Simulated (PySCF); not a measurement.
Two species compared at the same levels of theory.

First species: C₇H₁₀OSi.
Z-matrix (Å and degrees, GFN2-xTB geometry), rows numbered from 1:
```
Si
C   1  1.8708
C   2  1.3683  1  132.96
C   3  1.4180  2  107.38  1  -178.15
C   4  1.4693  3  126.40  2   179.43
C   5  1.5056  4  120.07  3  -145.94
C   6  1.4932  5   60.26  4  -109.74
C   4  1.3683  3  104.89  2    -0.04
O   8  1.3414  4  111.02  3     0.10
H   1  1.4613  2  108.30  3  -157.79
H   1  1.4665  2  109.74  3    82.00
H   1  1.4640  2  107.99  3   -37.19
H   3  1.0714  2  126.06  1     2.02
H   5  1.0832  4  113.20  3    -1.11
H   6  1.0791  5  117.49  7   108.51
H   6  1.0795  5  118.28  7  -108.55
H   7  1.0794  5  118.06  6   108.46
H   7  1.0789  5  117.75  6  -108.51
H   8  1.0726  4  131.95  3  -179.80
```

Second species: C5H8N2SSi.
Bonds: C1–C2, C2–C3 (aromatic), C3–C4 (aromatic), C4–S5, S5–Si6, C4–C7 (aromatic), C7–N8 (aromatic), N8–N9 (aromatic), C2–N9 (aromatic). Hydrogens: H10, H11, H12 on C1; H13 on C3; H14, H15, H16 on Si6; H17 on C7.

Levels: PBE0/pcSseg-1 for dipole moment, HOMO energy, LUMO energy and HOMO–LUMO gap; GFN2-xTB for rotational constant A and rotational constant C. Geometries: GFN2-xTB. Each species is one conformer at its optimised geometry, gas phase, non-relativistic unless stated; the electronic structure was computed with PySCF and density fitting.

Dipoles, sizes and rotational constants follow the conformer. The torsions of the flexible species, by atom-mapped SMILES:
- `[SiH3:1][c:2]1[cH:3][c:4]([CH:5]2[CH2:6][CH2:7]2)[cH:8][o:9]1`: C3–C4–C5–C6 -146°
- `[CH3:1][c:2]1[cH:3][c:4]([S:5][SiH3:6])[cH:7][n:8][n:9]1`: C3–C4–S5–Si6 -178°

| property | column X | column Y |
| --- | --- | --- |
| dipole moment | 3.35 D | 1.33 D |
| HOMO energy | -6.61 eV | -6.35 eV |
| LUMO energy | -1.39 eV | -0.15 eV |
| HOMO–LUMO gap | 5.22 eV | 6.20 eV |
| rotational constant A | 3.116 GHz | 5.179 GHz |
| rotational constant C | 0.538 GHz | 0.601 GHz |

Problem. Which column belongs to which species?

Solution. Column X is the second species and column Y the first. The first has 19 atoms and 74 electrons, the second 17 and 82.

Problem. How does each property change from the first species to the second?

Solution. dipole moment +2.02 D; HOMO energy -0.26 eV; LUMO energy -1.24 eV; HOMO–LUMO gap -0.98 eV; rotational constant A -2.063 GHz; rotational constant C -0.063 GHz.

On the first: The dipole matches unit charges of opposite sign 0.28 Å apart (1 e·Å = 4.8032 D). GFN2-xTB frequencies show an imaginary mode (28i cm⁻¹), so this geometry is no minimum at that level.

On the second: The dipole matches unit charges of opposite sign 0.70 Å apart (1 e·Å = 4.8032 D).
